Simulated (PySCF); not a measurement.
## Mass spectrum arithmetic for bromomethylsilane

Species: bromomethylsilane (`[SiH3]CBr`).

All values are calculated from tables of isotopes.

What are the average molar mass and the monoisotopic mass?

For CH5BrSi, with standard atomic weights, 1 × 28.085 + 1 × 12.011 + 1 × 79.904 + 5 × 1.008 = 125.040 g/mol. From the most abundant isotopes (28Si, 12C, 79Br, 1H), 1 × 27.976927 + 1 × 12.000000 + 1 × 78.918337 + 5 × 1.007825 = 123.9344 u.

Give the isotope pattern of the molecular ion M+•, merging species of the same nominal mass.

```csv
nominal mass,m/z (centroid),relative intensity
124,123.9338,99.3
125,124.9341,6.2
126,125.9318,100.0
127,126.9321,6.0
128,127.9287,3.3
```

Lines under 0.1 % of the tallest are left out. One electron mass, 0.00055 u, is taken off.

List the species in which a single atom is changed from its most abundant isotope.

Intensity in % of the monoisotopic species:

```json
{"isotope": "29Si", "mass shift (u)": "+0.99957", "m/z": "124.9334", "intensity (%)": "5.08"}
{"isotope": "13C", "mass shift (u)": "+1.00335", "m/z": "124.9372", "intensity (%)": "1.08"}
{"isotope": "2H", "mass shift (u)": "+1.00628", "m/z": "124.9401", "intensity (%)": "0.06"}
{"isotope": "30Si", "mass shift (u)": "+1.99684", "m/z": "125.9307", "intensity (%)": "3.35"}
{"isotope": "81Br", "mass shift (u)": "+1.99795", "m/z": "125.9318", "intensity (%)": "97.28"}
```

Species under 0.02 % are left out.

What share of all molecules is the monoisotopic species?

0.922297 × 0.9893 × 0.5069 × 0.999885^5 = 46.22 %.

What resolving power m/Δm just matches the spacing of the species with one 30Si and with one 81Br?

They lie 0.00111 u apart at mass 125.93, so m/Δm is about 110000.

Find the degree of unsaturation and check the nitrogen rule.

(2 × 2 + 2 + 0 − 6)/2 = 0; the structure has 0 rings and 0 π bonds. The nominal mass 124 is even, with 0 nitrogens, as the rule says.
